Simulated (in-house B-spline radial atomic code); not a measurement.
Successive ionisation energies of gallium; each step leads to the configuration of the next row (after the last: [Ar] 3d2). NIST's values go from ground level to ground level; the uncertainty of those that are theory runs from under 0.1 % in few-electron ions to several per cent in heavy many-electron ones. Computed with a B-spline radial code for spherical atoms: non-relativistic Hartree-Fock, average of the configuration, point nuclei.

```csv
ion,configuration,ionisation energy (eV),tabulated value (eV),tabulated kind,computed minus tabulated (eV),highest orbital,largest mean radius (bohr)
Ga,[Ar] 3d10 4s2 4p1,5.48,5.999302,measured,-0.52,4p,3.4243
Ga+,[Ar] 3d10 4s2,?,?,measured,?,?,?
Ga2+,[Ar] 3d10 4s1,29.18,30.72576,measured,-1.55,4s,2.1787
Ga3+,[Ar] 3d10,61.42,63.241,measured,-1.82,3d,0.77384
Ga4+,[Ar] 3d9,86.44,86.01,semi-empirical,0.43,3d,0.7348
Ga5+,[Ar] 3d8,113.64,112.7,tabulated theory,0.94,3d,0.70185
Ga6+,[Ar] 3d7,142.87,140.8,tabulated theory,2.07,3d,0.67328
Ga7+,[Ar] 3d6,?,?,tabulated theory,?,?,?
Ga8+,[Ar] 3d5,207.06,211,tabulated theory,-3.94,3d,0.63293
Ga9+,[Ar] 3d4,?,?,tabulated theory,?,?,?
Ga10+,[Ar] 3d3,278.44,280,tabulated theory,-1.56,3d,0.61185
```

**Question.** Fill in the row of Ga+.

**Answer.** ionisation energy (eV): 18.46; tabulated value (eV): 20.51514; computed minus tabulated (eV): -2.06; highest orbital: 4s; largest mean radius (bohr): 2.3455.

**Question.** Fill in the row of Ga7+.

**Answer.** ionisation energy (eV): 174.04; tabulated value (eV): 169.9; computed minus tabulated (eV): 4.14; highest orbital: 3d; largest mean radius (bohr): 0.64805.

**Question.** Fill in the row of Ga9+.

**Answer.** ionisation energy (eV): 241.87; tabulated value (eV): 244; computed minus tabulated (eV): -2.13; highest orbital: 3d; largest mean radius (bohr): 0.62234.

**Question.** Where is the largest jump?

**Answer.** From Ga to Ga+, by a factor of 3.37 (5.4773 to 18.46 eV); the highest orbital goes from 4p to 4s.

**Question.** How far is this level of theory from the measured and semi-empirical values?

**Answer.** Over those 5 rows the differences run from -2.06 to +0.428 eV (mean absolute value 1.3 eV). The calculation leaves out relativity, correlation and, in open shells, the multiplet splittings that an average leaves out.
